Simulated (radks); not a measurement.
Sn, 50 electrons, occupied as [Kr] 4d9 5s1.5 5p3.5 (fractional occupations, a model configuration).

Method: Dirac Kohn-Sham, PBE, spin-unpolarised, spherical densities, finite nucleus; open shells fill j = l - 1/2 first; Fermi nuclear charge, rms radius 4.6519 fm; computed with a radial shooting solver on a logarithmic mesh with Libxc functionals.

Energy parts (Ry):
part                        energy
total                 -12355.66836
kinetic                13009.86507
electron-nucleus      -29967.52874
Hartree                 4931.61475
exchange-correlation    -329.61944

Orbitals (lengths in bohr, moments of r in powers of bohr; r(90%) holds 90 % of the orbital's charge):
orbital	occ.	eigenvalue (Ry)	<r>	<r^4>	r(90%)	<1/r>
1s1/2	2	-2131.567	0.02905	3.406e-06	0.0522	53.08
2s1/2	2	-322.2364	0.1251	0.0005913	0.194	12.31
2p1/2	2	-301.0393	0.1058	0.0003812	0.173	12.29
2p3/2	4	-284.0890	0.1112	0.0004481	0.181	11.45
3s1/2	2	-62.67562	0.3390	0.02645	0.499	4.352
3p1/2	2	-54.06573	0.3298	0.02567	0.497	4.260
3p3/2	4	-50.96949	0.3410	0.02913	0.512	4.053
3d3/2	4	-35.75668	0.3124	0.02489	0.493	3.899
3d5/2	6	-35.11744	0.3160	0.02590	0.498	3.846
4s1/2	2	-10.37608	0.8150	0.8373	1.18	1.714
4p1/2	2	-7.49916	0.8596	1.096	1.26	1.600
4p3/2	4	-6.93407	0.8883	1.252	1.30	1.534
4d3/2	4	-2.40197	1.060	3.163	1.63	1.258
4d5/2	5	-2.32118	1.073	3.332	1.66	1.241
5s1/2	1.5	-0.93606	2.269	54.19	3.34	0.5724
5p1/2	2	-0.39553	2.852	154.7	4.33	0.4523
5p3/2	1.5	-0.35291	2.984	187.0	4.54	0.4307

The highest occupied level is 5p3/2 at -4.802 eV. The density falls to 0.001 e/bohr^3 at r = 4.77 bohr. Summed over all electrons, <r^2> = 64.45 bohr^2, which gives a Langevin (diamagnetic) susceptibility term of -51 x 10^-6 cm^3/mol. The electron density at the nucleus is 1.911e+05 e/bohr^3.
